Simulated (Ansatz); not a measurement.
`NC[O][SbH2]` and `NCO[SiH3]` differ in one atom or group.

Ansatz, PBE0-D4/def2-TZVP geometries, multiplicity 1. Each molecule was computed in one conformer, which needn't be the lowest.

Elements past krypton have def2 core potentials.

```json
{"property": "HOMO–LUMO gap (PBE/def2-TZVPP) / eV", "`NC[O][SbH2]`": "4.10"}
{"property": "LUMO energy (ωB97M-V/def2-TZVPP) / eV", "`NC[O][SbH2]`": "1.08"}
{"property": "HOMO–LUMO gap (PBE0/def2-TZVPP) / eV", "`NC[O][SbH2]`": "6.09"}
{"property": "HOMO energy (ωB97M-V/def2-TZVPP) / eV", "`NC[O][SbH2]`": "-8.84"}
{"property": "zero-point energy (PBE0-D4/def2-TZVP) / kJ/mol", "`NC[O][SbH2]`": "193.2"}
{"property": "LUMO energy (B3LYP/def2-TZVPP) / eV", "`NC[O][SbH2]`": "-0.84"}
```

Q: What does the change do to each property? (Best estimate.)

A: Computed: 
```json
{"property": "HOMO–LUMO gap (PBE/def2-TZVPP) / eV", "`NCO[SiH3]`": "5.71", "shift": "1.61"}
{"property": "LUMO energy (ωB97M-V/def2-TZVPP) / eV", "`NCO[SiH3]`": "1.98", "shift": "0.90"}
{"property": "HOMO–LUMO gap (PBE0/def2-TZVPP) / eV", "`NCO[SiH3]`": "8.06", "shift": "1.97"}
{"property": "HOMO energy (ωB97M-V/def2-TZVPP) / eV", "`NCO[SiH3]`": "-10.12", "shift": "-1.28"}
{"property": "zero-point energy (PBE0-D4/def2-TZVP) / kJ/mol", "`NCO[SiH3]`": "224.0", "shift": "30.8"}
{"property": "LUMO energy (B3LYP/def2-TZVPP) / eV", "`NCO[SiH3]`": "0.14", "shift": "0.98"}
```

With PBE0 the HOMO falls by 0.99 eV and the LUMO rises by 0.98 eV, so the gap widens by about 1.97 eV. PBE moves the HOMO by -0.70 eV and ωB97M-V by -1.28 eV. The zero-point energy changes by 30.8 kJ/mol with +3 modes.

B3LYP here is the variant with VWN-RPA as its local correlation; programs differ in this.

Spin–orbit coupling is left out; it splits and shifts lone-pair levels of the heavy atoms by tenths of an eV.
